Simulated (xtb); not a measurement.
A run for xtb: GFN2-xTB on GaH5N2O (SMILES [NH2][Ga]([NH2])[OH]), a point of a torsion scan.

```
$ xtb mol.xyz --gfn 2 --opt vtight --chrg 0 --uhf 0 --input xcontrol
9

N      1.12267971    -1.15292094     0.30609386
Ga     0.05581447     0.31755032    -0.62712913
N      0.40940499     2.09447987     0.27473553
O      0.32913091     0.39318035    -2.50342361
H      2.12764935    -0.91762157     0.09663534
H      0.79673254    -1.98580653    -0.19611941
H      0.05951167     1.98058213     1.23962637
H      1.43204101     2.19614457     0.18285946
H      1.22060006     0.04786528    -2.72330726
$constrain
  force constant=1.0
  dihedral: 5,1,2,4,60.0
$end
```

Output:

```
[...]
           -------------------------------------------------
          |                Calculation Setup                |
           -------------------------------------------------



           -------------------------------------------------
          |                 G F N 2 - x T B                 |
           -------------------------------------------------

        Reference                      10.1021/acs.jctc.8b01176
      * Hamiltonian:
        H0-scaling (s, p, d)           1.850000    2.230000    2.230000
        zeta-weighting                 0.500000
      * Dispersion:
        s8                             2.700000
        a1                             0.520000
        a2                             5.000000
        s9                             5.000000
      * Repulsion:
        kExp                           1.500000    1.000000
        rExp                           1.000000
      * Coulomb:
        alpha                          2.000000
        third order                    shell-resolved
        anisotropic                    true
        a3                             3.000000
        a5                             4.000000
        cn-shift                       1.200000
        cn-exp                         4.000000
        max-rad                        5.000000


          ...................................................
          :                      SETUP                      :
          :.................................................:
          :  # basis functions                  27          :
          :  # atomic orbitals                  26          :
          :  # shells                           14          :
          :  # electrons                        24          :
          :  max. iterations                   250          :
          :  Hamiltonian                  GFN2-xTB          :
          :  restarted?                      false          :
          :  GBSA solvation                  false          :
          :  PC potential                    false          :
          :  electronic temp.          300.0000000     K    :
          :  accuracy                    1.0000000          :
          :  -> integral cutoff          0.2500000E+02      :
          :  -> integral neglect         0.1000000E-07      :
          :  -> SCF convergence          0.1000000E-05 Eh   :
          :  -> wf. convergence          0.1000000E-03 e    :
          :  Broyden damping             0.4000000          :
          :  net charge                          0          :
          :  unpaired electrons                  0          :
          ...................................................

 iter      E             dE          RMSdq      gap      omega  full diag
   1    -13.6542627 -0.136543E+02  0.124E+01    1.60       0.0  T
   2    -13.7038085 -0.495458E-01  0.889E+00    2.67       1.0  T
   3    -13.7157992 -0.119907E-01  0.469E+00    1.89       1.0  T
   4    -13.7243104 -0.851115E-02  0.547E-01    2.14       1.0  T
   5    -13.7246372 -0.326833E-03  0.371E-01    2.12       1.0  T
   6    -13.7247595 -0.122352E-03  0.230E-01    2.10       1.0  T
   7    -13.7248014 -0.418248E-04  0.875E-02    2.13       1.0  T
   8    -13.7248197 -0.182813E-04  0.234E-02    2.13       1.4  T
   9    -13.7248200 -0.386345E-06  0.722E-03    2.13       4.6  T
  10    -13.7248202 -0.153571E-06  0.176E-03    2.13      19.0  T
  11    -13.7248202 -0.158777E-07  0.470E-04    2.13      70.9  T
  12    -13.7248202 -0.646482E-09  0.152E-04    2.13     219.5  T

   *** convergence criteria satisfied after 12 iterations ***

         #    Occupation            Energy/Eh            Energy/eV
      -------------------------------------------------------------
         1        2.0000           -0.6632588             -18.0482
       ...           ...                  ...                  ...
         6        2.0000           -0.5191063             -14.1256
         7        2.0000           -0.5156991             -14.0329
         8        2.0000           -0.4548327             -12.3766
         9        2.0000           -0.4523334             -12.3086
        10        2.0000           -0.4393673             -11.9558
        11        2.0000           -0.4074857             -11.0883
        12        2.0000           -0.3974692             -10.8157 (HOMO)
        13                         -0.3192320              -8.6867 (LUMO)
        14                         -0.0645917              -1.7576
        15                         -0.0527299              -1.4349
        16                         -0.0338786              -0.9219
        17                          0.0321370               0.8745
       ...                                ...                  ...
        26                          0.9276295              25.2421
      -------------------------------------------------------------
                  HL-Gap            0.0782372 Eh            2.1289 eV
             Fermi-
[...]
    ...        0 min,  0.001 sec ( 24.727%)
 molecular gradient             ...        0 min,  0.001 sec ( 47.957%)
 printout                       ...        0 min,  0.000 sec (  2.545%)

         :::::::::::::::::::::::::::::::::::::::::::::::::::::
         ::                     SUMMARY                     ::
         :::::::::::::::::::::::::::::::::::::::::::::::::::::
         :: total energy             -13.686088784653 Eh    ::
         :: gradient norm              0.000091965945 Eh/a0 ::
         :: HOMO-LUMO gap              3.820602991052 eV    ::
         ::.................................................::
         :: SCC energy               -13.793171474215 Eh    ::
         :: -> isotropic ES            0.068052586835 Eh    ::
         :: -> anisotropic ES          0.000065646159 Eh    ::
         :: -> anisotropic XC          0.004566831791 Eh    ::
         :: -> dispersion             -0.003687146814 Eh    ::
         :: repulsion energy           0.107082483453 Eh    ::
         :: add. restraining           0.000000206109 Eh    ::
         :: total charge               0.000000000000 e     ::
         :::::::::::::::::::::::::::::::::::::::::::::::::::::

           -------------------------------------------------
          |                Property Printout                |
           -------------------------------------------------

    * Orbital Energies and Occupations

         #    Occupation            Energy/Eh            Energy/eV
      -------------------------------------------------------------
         1        2.0000           -0.6695495             -18.2194
         2        2.0000           -0.6094317             -16.5835
         3        2.0000           -0.5928612             -16.1326
         4        2.0000           -0.5718821             -15.5617
         5        2.0000           -0.5201559             -14.1542
         6        2.0000           -0.5107426             -13.8980
         7        2.0000           -0.5064370             -13.7809
         8        2.0000           -0.4588296             -12.4854
         9        2.0000           -0.4571624             -12.4400
        10        2.0000           -0.4494304             -12.2296
        11        2.0000           -0.3956997             -10.7675
        12        2.0000           -0.3933171             -10.7027 (HOMO)
        13                         -0.2529125              -6.8821 (LUMO)
        14                         -0.0883871              -2.4051
        15                          0.0358065               0.9743
        16                          0.0600515               1.6341
        17                          0.0717219               1.9517
        18                          0.0797484               2.1701
        19                          0.0864446               2.3523
        20                          0.1307323               3.5574
        21                          0.1640839               4.4649
        22                          0.2306163               6.2754
        23                          0.2810220               7.6470
       ...                                ...                  ...
        26                          1.2443779              33.8612
      -------------------------------------------------------------
                  HL-Gap            0.1404046 Eh            3.8206 eV
             Fermi-level           -0.3231148 Eh           -8.7924 eV

     #   Z          covCN         q      C6AA      α(0)
     1   7 N        2.526    -0.357    29.244     8.031
     2  31 Ga       2.377     0.091   216.429    32.992
     3   7 N        2.528    -0.334    28.621     7.945
     4   8 O        1.563    -0.453    21.959     6.323
     5   1 H        0.861     0.178     1.225     1.734
     6   1 H        0.861     0.178     1.224     1.733
     7   1 H        0.861     0.187     1.172     1.696
     8   1 H        0.862     0.195     1.130     1.665
     9   1 H        0.807     0.313     0.683     1.298

 Mol. C6AA /au·bohr⁶  :       1204.659117
 Mol. C8AA /au·bohr⁸  :      58289.190615
 Mol. α(0) /au        :         63.415873


Wiberg/Mayer (AO) data.
largest (>0.10) Wiberg bond orders for each atom

 ---------------------------------------------------------------------------
     #   Z sym  total        # sym  WBO       # sym  WBO       # sym  WBO
 ---------------------------------------------------------------------------
     1   7 N    3.187 --     2 Ga   1.077     5 H    0.917     6 H    0.916
                             3 N    0.155     4 O    0.117
     2  31 Ga   3.682 --     4 O    1.209     3 N    1.182     1 N    1.077
     3   7 N    3.258 --     2 Ga   1.182     7 H    0.919     8 H    0.913
                             1 N    0.155
     4   8 O    2.263 --     2 Ga   1.209     9 H    0.859     1 N    0.117
     5   1 H    0.968 --     1 N    0.917
     6   1 H    0.968 --     1 N    0.916
     7   1 H    0.965 --     3 N    0.919
     8   1 H    0.962 --     3 N    0.913
     9   1 H    0.902 --     4 O    0.859
 ---------------------------------------------------------------------------

Topologies differ in total number of bonds
Writing topology from bond orders to xtbtopo.mol

molecular dipole:
                 x           y           z       tot (Debye)
 q only:        0.279      -0.306       0.132
   full:        0.548      -0.535      -0.184       2.001
molecular quadrupole (traceless):
                xx          xy          yy          xz          yz          zz
 q only:       -2.370      -0.950       3.064      -0.289       4.711      -0.694
  q+dip:       -2.664      -0.715       3.817      -1.172       6.310      -1.153
   full:       -0.124       0.622       2.643      -1.034       6.713      -2.518

           -------------------------------------------------
          |                Geometry Summary                 |
           -------------------------------------------------

      molecular mass/u    :      118.7755812
   center of mass at/Å    :        0.7855377       0.4131369      -0.5899516
  moments of inertia/u·Å² :        0.8099728E+02   0.9525541E+02   0.1730539E+03
rotational constants/cm⁻¹ :        0.2081259E+00   0.1769730E+00   0.9741262E-01

 * 8 selected distances

     #   Z          #   Z                                           value/Å
     1   7 N        2  31 Ga                                      1.8630038 (max)
     2  31 Ga       3   7 N                                       1.8303607
     2  31 Ga       4   8 O                                       1.7437460
     1   7 N        5   1 H                                       1.0167638
     1   7 N        6   1 H                                       1.0167772
     3   7 N        7   1 H                                       1.0133628
     3   7 N        8   1 H                                       1.0143457
     4   8 O        9   1 H                                       0.9536573 (min)

 * 4 distinct bonds (by element types)

   Z      Z             #   av. dist./Å        max./Å        min./Å
   1 H    7 N           4     1.0153124     1.0167772     1.0133628
   1 H    8 O           1     0.9536573     0.9536573     0.9536573
   7 N   31 Ga          2     1.8466822     1.8630038     1.8303607
Note: The following floating-point exceptions are signalling: IEEE_UNDERFLOW_FLAG IEEE_DENORMAL
normal termination of xtb
   8 O   31 Ga          1     1.7437460     1.7437460     1.7437460


optimized geometry written to: xtbopt.xyz


           -------------------------------------------------
          | TOTAL ENERGY              -13.686088784653 Eh   |
          | GRADIENT NORM               0.000091965945 Eh/α |
          | HOMO-LUMO GAP               3.820602991052 eV   |
           -------------------------------------------------

------------------------------------------------------------------------
------------------------------------------------------------------------
 total:
 SCF:
 ANC optimizer:
```

The run finished.

Warnings raised: the energy holds the restraint's term.

Cost: roughly 0.14 core-seconds.
